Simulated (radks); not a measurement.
Ga+, 30 electrons, occupied as [Ar] 3d9.75 4s2 4d0.25 (fractional occupations, a model configuration). Method: Dirac Kohn-Sham, PBEsol, spin-unpolarised, spherical densities, point nucleus; open shells fill j = l - 1/2 first; computed with a radial shooting solver on a logarithmic mesh with Libxc functionals.

Normalised radial functions P(r) = r R(r) (large component), r in bohr:

| r | 3p3/2 |
|---|---|
| 0.005379 | 0.0091 |
| 0.007232 | 0.0159 |
| 0.009802 | 0.0279 |
| 0.01318 | 0.0477 |
| 0.01772 | 0.0800 |
| 0.02401 | 0.1329 |
| 0.03228 | 0.2105 |
| 0.04375 | 0.3225 |
| 0.05882 | 0.4591 |
| 0.07972 | 0.6029 |
| 0.1072 | 0.6906 |
| 0.1441 | 0.6392 |
| 0.1953 | 0.3511 |
| 0.2626 | -0.1690 |
| 0.3559 | -0.7995 |
| 0.4784 | -1.2322 |
| 0.6484 | -1.2674 |
| 0.8718 | -0.9458 |
| 1.172 | -0.5173 |
| 1.588 | -0.1938 |
| 2.136 | -0.0484 |
| 2.894 | -0.0066 |
| 3.891 | -0.0004 |
| 5.274 | 0.0000 |
| 7.091 | 0.0000 |
| 9.533 | 0.0000 |
| 12.92 | 0.0000 |
| 17.37 | 0.0000 |

3p3/2: eigenvalue -109.41 eV, 1 radial node at r = 0.241 bohr, <r> = 0.681 bohr, 90 % of the charge inside 1.05 bohr.
